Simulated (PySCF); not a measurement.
Spectrum to structure. Level of theory: PySCF 2.14.0, density-fitted response routines, TDDFT wB97X-D/def2-SVPD, vertical, gas phase, core orbitals frozen in the response. Geometries: PBE0-D3(BJ)/def2-SVP, one conformer each. Relativistic effects are left out although some hold elements past zinc.

```csv
state,λ (nm),f
S1,206.2,0.0003
S2,200.4,0.012
S3,197.8,0.0002
S4,193.1,0.015
S5,176.4,0.0080
S6,170.2,0.026
S7,165.6,0.024
S8,159.3,0.014
S9,155.7,0.063
S10,153.2,0.099
```

Orbital energies (eV): HOMO-3 -11.16, HOMO-2 -10.10, HOMO-1 -9.85, HOMO -9.19, LUMO 1.56, LUMO+1 1.86, LUMO+2 1.99.

Question: Which structure fits? All have the formula C3H9GeNSi.
A. `[C]([GeH2][CH2][SiH2]C)#N`
B. `C#C[Si@@H](C)[NH][GeH3]`
C. `C[Si@H](N)C#[C][GeH3]`

Answer: B. Its S1 lies at 6.01 eV; the nearest of the others has S1 at 5.62 eV. S1 is HOMO-1→LUMO (38%), HOMO-2→LUMO+1 (15%), HOMO-1→LUMO+3 (14%). Löwdin shares by element: HOMO nitrogen 55%, germanium 10%, carbon 7% or more, hydrogen 6% or more (atoms not listed hold the other 21%); LUMO carbon 30% or more, germanium 17%, silicon 15% (atoms not listed hold the other 37%). At the same level the other candidates give, for their lowest levels:
- `C[SiH2][CH2][GeH2][C]#N`: 173 nm (f 0.001); 166 nm (f 0.008); 165 nm (f 0.011); 154 nm (f 0.052); 150 nm (f 0.018); T1 6.00 eV; HOMO -10.71, LUMO 1.28 eV
- `C[Si@H](N)C#[C][GeH3]`: 221 nm (f 0.000); 211 nm (f 0.002); 210 nm (f 0.001); 186 nm (f 0.126); 172 nm (f 0.007); T1 4.71 eV; HOMO -9.40, LUMO 1.36 eV

The values belong to the conformer `[CH:1]#[C:2][Si@@H:3]([CH3:4])[NH:5][GeH3:6]`: C2–Si3–N5–Ge6 83°.
Triplets come from the Tamm–Dancoff approximation.
